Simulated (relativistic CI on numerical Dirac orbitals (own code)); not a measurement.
**Hyperfine structure of Ge13+, mass number 73**

Computed by Dirac-Coulomb-Breit CI, separate exchange-only KLI orbitals for each configuration, a model potential for QED, unscaled Slater integrals (own radial code, finite nucleus).

Configurations in the expansion (outside the closed core [Ne]): 3s²3p⁶3d, 3s²3p⁵3d², 3s3p⁶3d², 3s²3p⁶4s, 3s²3p⁶4p, 3s²3p⁶4d, 3s²3p⁶4f, 3s²3p⁵3d4s, 3s²3p⁵3d4p, 3s²3p⁶5s, 3s²3p⁶5p, 3p⁶3d³, 3p⁵3d⁴. Double excitations out of closed p, d and f shells are left out; levels of such configurations are missing from the list, as are those of other unlisted configurations, and high levels can miss mixing partners. These lack a partner that the ground configuration has and come out too high: 3s²3p⁵3d4s, 3s²3p⁵3d4p.

Nuclear spin I = 9/2, μ = -0.87824 μN, Q = -0.196 b (tables of Stone and Pyykkö). The electronic factors are computed for point nuclear moments, without core polarisation or the Bohr-Weisskopf and QED corrections.

```json
{"Level": "3s²3p⁶3d ²D3/2", "E (eV)": "0.0000", "A (MHz)": "-751.4", "B (MHz)": "-452"}
{"Level": "3s²3p⁶3d ²D5/2", "E (eV)": "0.9427", "A (MHz)": "-323.4", "B (MHz)": "-630"}
{"Level": "3s²3p⁵3d² ⁴D°1/2", "E (eV)": "71.8107", "A (MHz)": "-543.9", "B (MHz)": ""}
{"Level": "3s²3p⁵3d² ⁴D°3/2", "E (eV)": "72.1727", "A (MHz)": "-466.7", "B (MHz)": "-279"}
{"Level": "3s²3p⁵3d² ⁴D°5/2", "E (eV)": "72.7825", "A (MHz)": "-330.8", "B (MHz)": "13"}
{"Level": "3s²3p⁵3d² ⁴D°7/2", "E (eV)": "73.6752", "A (MHz)": "-229.8", "B (MHz)": "703"}
{"Level": "3s²3p⁵3d² ⁴G°11/2", "E (eV)": "76.2095", "A (MHz)": "-708.5", "B (MHz)": "2910"}
{"Level": "3s²3p⁵3d² ⁴G°9/2", "E (eV)": "76.3671", "A (MHz)": "-872.7", "B (MHz)": "3010"}
```

Levels with J = 0, under 50 % of one LS term, or S terms without an open s electron are left out. Small factors come from cancelling terms and can be off by tens of per cent or more.

At this charge energies of transitions that change n are usually good to better than 1 %, and those within a shell (Δn = 0) to a few per cent.

**Question.** Give the hyperfine levels of 3s²3p⁶3d ²D3/2 relative to its centre of gravity.

**Answer.** With K = F(F + 1) − I(I + 1) − J(J + 1), E = AK/2 + B[¾K(K + 1) − I(I + 1)J(J + 1)]/[2I(2I − 1)J(2J − 1)]: F = 3: 5992, F = 4: 3288, F = 5: -375.3, F = 6: -5185 MHz.

LS names give the leading component of a level, which can be under half, so a name can repeat, a term be missing and a line seem to break the LS rules.
